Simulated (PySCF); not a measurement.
Isomers of C9H7F3, one GFN2-xTB conformer each. Single-point energies are computed at PBE0/pcSseg-1 (PySCF, gas phase, no added dispersion term), electronic only.

Question: Rank them by PBE0/pcSseg-1 energy, lowest first (kJ/mol).
A. `C=C1C=CC=CC(C(F)(F)F)=C1`
B. `[CH2:1]=[C:2]([F:3])/[CH:4]=[C:5]1/[C:6](=[CH2:7])[C:8]([F:9])=[C:10]1[CH2:11][F:12]` with C1–C2–C4–C5 180°, C8–C10–C11–F12 0°

Answer: A (0.0), B (197.9).

As drawn, the lower has two fluorines on one carbon, which the higher lacks; the higher has a four-membered ring, which the lower lacks. GFN2-xTB itself gives, in the same order: 0.0, 134.7. Both levels put the same isomer lowest.

Q: Which frontier levels, dipoles and rotational constants go with these structures?

A: 
| SMILES | HOMO (eV, PBE0/pcSseg-1) | LUMO (eV) | dipole (D) | A, B, C (MHz) |
| --- | --- | --- | --- | --- |
| C=C1C=CC=CC(C(F)(F)F)=C1 | -6.11 | -2.26 | 2.79 | 1588, 673.8, 517.5 |
| C=C(F)/C=C1/C(=C)C(F)=C1CF | -6.60 | -1.49 | 2.87 | 1269, 671.6, 440.4 |
